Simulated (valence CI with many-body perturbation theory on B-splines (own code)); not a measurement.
**How close is CI+MBPT for Nb?**

Method: valence CI with perturbative core correlation (CI+MBPT): five valence electrons over a frozen Dirac-Fock core [Kr], radial functions for each j: 7 s, 7 p, 8 d, 6 f, 4 g, 1 h, with the one-electron correlation potential Σ1, the two-electron term Σ2, the three-electron term Σ3, Breit, model QED; selected CI, second order for the rest, scaled by the run's own slope (own B-spline code, finite nucleus).

Set against measurement, 26 paired levels are off by 278 cm⁻¹ on average, the worst by 680. These come from a selection out of the NIST Handbook of Basic Atomic Spectroscopic Data. Levels without a partner in it may be off by more, other configurations by 1,000 to 4,000 cm⁻¹. Among the levels kept, up to 2700 cm⁻¹ of a level comes from second order outside the variational space, and about a tenth of that is noise between levels of different J, which matters for small intervals.

Measured levels: NIST Handbook of Basic Atomic Spectroscopic Data (Sansonetti and Martin, J. Phys. Chem. Ref. Data 34, 1559 (2005)). Pairs share parity and J, and are chosen by configuration, term and nearness in energy; levels without a clear partner are left out. Energies in cm⁻¹ above the measured ground level.

Names give the largest LS component (configuration and term), which can be under half, so a name can repeat, a term be missing and a line seem to break the LS rules; names also repeat where a configuration has a term twice. Letters in brackets count levels of one name in rising energy.

```tsv
Computed label	Label in the source	Measured	Computed	Difference
4d⁴5s ⁶D_1/2	4d4(a 5D) 5s a 6D	0	0.0	0
4d⁴5s ⁶D_3/2	4d4(a 5D) 5s a 6D	154.2	159.2	+5
4d⁴5s ⁶D_5/2	4d4(a 5D) 5s a 6D	392.0	415.8	+24
4d⁴5s ⁶D_7/2	4d4(a 5D) 5s a 6D	695.2	705.3	+10
4d⁴5s ⁶D_9/2	4d4(a 5D) 5s a 6D	1050.3	1049.2	-1
4d³5s² ⁴F_3/2	4d3 5s2 a 4F	1142.8	844.7	-298
4d³5s² ⁴F_5/2	4d3 5s2 a 4F	1586.9	1298.8	-288
4d³5s² ⁴F_7/2	4d3 5s2 a 4F	2154.1	1862.6	-292
4d³5s² ⁴F_9/2	4d3 5s2 a 4F	2805.4	2510.3	-295
4d³5s² ⁴P_1/2	4d3 5s2 a 4P	4998.2	5065.6	+67
4d³5s² ⁴P_3/2	4d3 5s2 a 4P	5297.9	5361.1	+63
4d³5s² ⁴P_5/2	4d3 5s2 a 4P	5965.4	6036.5	+71
4d⁴5s ⁴D_1/2 [a]	4d4(a 5D) 5s a 4D	8410.9	8397.1	-14
4d⁴5s ⁴D_3/2 [a]	4d4(a 5D) 5s a 4D	8705.3	8667.5	-38
4d⁴5s ⁴D_5/2 [a]	4d4(a 5D) 5s a 4D	9043.1	9026.7	-16
4d⁴5s ⁴D_7/2 [a]	4d4(a 5D) 5s a 4D	9497.5	9467.8	-30
4d⁴5s ⁴F_9/2 [a]	4d4(b 3F) 5s b 4F	13145.7	13483.8	+338
4d⁴5p ⁶F°_1/2	4d4(a 5D) 5p y 6F°	23984.9	23487.6	-497
4d⁴5p ⁶F°_3/2	4d4(a 5D) 5p y 6F°	24164.8	23623.7	-541
4d⁴5p ⁶F°_5/2 [a]	4d4(a 5D) 5p y 6F°	24396.8	23716.4	-680
4d⁴5p ⁶F°_7/2	4d4(a 5D) 5p y 6F°	24769.9	24121.3	-649
4d⁴5p ⁶F°_9/2	4d4(a 5D) 5p y 6F°	25199.8	24549.9	-650
4d⁴5p ⁶F°_11/2	4d4(a 5D) 5p y 6F°	25680.4	25053.2	-627
4d⁴5p ⁶D°_7/2	4d4(a 5D) 5p	27427.1	26923.6	-503
4d³5s5p ⁶P°_3/2	4d3 5s(a 5P) 5p y 6P°	28278.2	27886.7	-392
4d³5s5p ⁶P°_5/2 [b]	4d3 5s(a 5P) 5p y 6P°	28652.7	28235.3	-417
4d³5s5p ⁶P°_7/2	4d3 5s(a 5P) 5p y 6P°	28973.1	28562.6	-410
```

Over 26 excited levels the mean absolute difference is 278 cm⁻¹, the median 293 and the largest 680. The comparison draws on a selection of the measured levels: 27 of the 199 computed ones have a partner in it, and others may be off by more.
